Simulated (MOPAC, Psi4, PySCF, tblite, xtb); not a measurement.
Dimer C2H6 ··· COS (SMILES CC and O=C=S) at R = 3.63 Å between the centres of mass, closest contact 3.01 Å (lowest of the rigid-body minima from ten starts at GFN2-xTB). Geometry in Å and degrees:

```
C
H 1 1.0918
H 1 1.0918 2 107.56
H 1 1.0918 2 107.56 3 115.60
C 1 1.5263 2 111.32 3 -122.20
H 5 1.0918 1 111.32 2 180.00
H 5 1.0918 6 107.56 1 -122.20
H 5 1.0918 6 107.56 7 -115.60
O 3 3.0084 1 125.72 2 -60.48
C 9 1.1555 3 84.17 1 25.29
S 10 1.5622 8 82.82 5 -105.82
```

- GFN2-xTB (tblite)
- SAPT0/jun-cc-pVDZ, frozen core (Psi4)
- revPBE/def2-TZVP, counterpoise-corrected (Psi4)
- revPBE-D3(BJ)/def2-TZVP, counterpoise-corrected (Psi4)
- PBE/def2-TZVP, counterpoise-corrected (Psi4)
- PBE-D3(BJ)/def2-TZVP, counterpoise-corrected (Psi4)
- HF/aug-cc-pVDZ, counterpoise-corrected (Psi4)
- MP2/aug-cc-pVDZ = DF-MP2/aug-cc-pVDZ, frozen core, counterpoise-corrected (Psi4)
- SCS-MP2/aug-cc-pVDZ = Psi4 with DF-SCS-MP2/aug-cc-pVDZ, frozen core, counterpoise-corrected
- PM7, restricted, heats of formation (MOPAC)
- PM6, restricted, heats of formation (MOPAC)
- GFN1-xTB (xtb)
- RKS-B3LYP/6-31G* = restricted B3LYP/6-31G*, spherical d, no counterpoise correction in PySCF 2.14.0
- RHF/STO-3G = restricted Hartree-Fock/STO-3G, no counterpoise correction run with PySCF
- RHF/3-21G = restricted Hartree-Fock/3-21G, no counterpoise correction (PySCF)
- RMP2/6-31G* = PySCF with restricted MP2 (frozen core)/6-31G*, spherical d, no counterpoise correction

**Question.** What interaction energy does each level give?

**Answer.** 
```
method                   E_int / kcal/mol
-----------------------  ----------------
revPBE-D3(BJ)/def2-TZVP             -1.48
PBE-D3(BJ)/def2-TZVP                -1.42
GFN2-xTB                            -1.41
MP2/aug-cc-pVDZ                     -1.21
GFN1-xTB                            -1.09
RMP2/6-31G*                         -0.90
SCS-MP2/aug-cc-pVDZ                 -0.63
SAPT0/jun-cc-pVDZ                   -0.59
PM7                                 -0.49
PM6                                 -0.07
PBE/def2-TZVP                        0.06
RHF/3-21G                            0.08
RHF/STO-3G                           0.32
RKS-B3LYP/6-31G*                     0.36
HF/aug-cc-pVDZ                       1.25
revPBE/def2-TZVP                     1.41
```
